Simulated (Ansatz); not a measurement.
Reaction (ligand exchange at a W–F bond): `[NH2][W](=[O])(=[O])[F]` + NH₃ → `[NH2][W]([NH2])(=[O])=[O]` + H–F

Gas-phase electronic energies from Ansatz, PBE0-D4/def2-TZVP geometries. CCSD(T)/CBS is the MP2 limit (def2-TZVPP, def2-QZVPP) plus CCSD(T) − MP2 in def2-TZVPP, frozen cores. This one scheme is used for every species. Functionals use def2-TZVPP. HSE06 is defined as in plane-wave codes. Elements past krypton have def2 core potentials. For W outer-core shells are correlated without core-valence functions, which leaves a few kJ/mol of doubt a bond. One conformer a species, not always the lowest.

```tsv
level	ΔE (kcal/mol)	difference from CCSD(T)/CBS
HSE06-D4	14.0	1.5
ωB97X-V	15.9	3.4
B2PLYP	15.6	3.1
PBE-QIDH	13.6	1.1
r2SCAN0	15.3	2.8
LC-ωPBE	16.2	3.7
CCSD/def2-SVP	15.3	2.8
CCSD/def2-TZVPP	13.2	0.7
CCSD(T)/def2-TZVPP	13.0	0.5
HF/CBS(def2)	16.4	3.9
CCSD(T)/CBS	12.5	0
```

Largest T1 diagnostic among the species: 0.022, so the coupled-cluster value is less sure than usual.

From PBE to PBE0 (25 % exact exchange), in def2-TZVPP and without D4, ΔE moves by −1.4 kcal/mol. At CCSD(T), def2-SVP lies +2.7 kcal/mol from the extrapolated value and def2-TZVPP +0.5 kcal/mol.
